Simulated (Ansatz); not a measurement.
`C=C[SiH2][SiH3]` + `OC(O)CF` → `OC(O)[SiH2][SiH3]` + `C=CCF`  (formal exchange of groups at the Si–C bond)

Computed with Ansatz on PBE0-D4/def2-TZVP structures; ΔE is electronic, products minus reactants. CCSD(T)/CBS is the MP2 limit (def2-TZVPP, def2-QZVPP) plus CCSD(T) − MP2 in def2-TZVPP, frozen cores. This one scheme is used for every species. DFT in def2-TZVPP. Each species was taken in one conformer, which may not be the lowest.

CCSD(T)/CBS gives +9.1 kcal/mol.

Task: Another level gave +8.4 kcal/mol. Which?
A. HF/def2-TZVPP
B. PBE-D4/def2-TZVPP
C. ωB97M-V/def2-TZVPP
D. SCS-MP2/def2-TZVPP

Result: C. ωB97M-V 8.4, PBE-D4 6.9, SCS-MP2/def2-TZVPP 9.5, HF/def2-TZVPP 10.6 kcal/mol.

Largest T1 diagnostic among the species: 0.013.

From PBE to PBE0 (25 % exact exchange), in def2-TZVPP and without D4, ΔE moves by +1.2 kcal/mol. In def2-TZVPP, CCSD(T) changes the Hartree–Fock value by −1.3 kcal/mol (the triples alone add −0.1 kcal/mol) and MP2 by −1.0 kcal/mol.
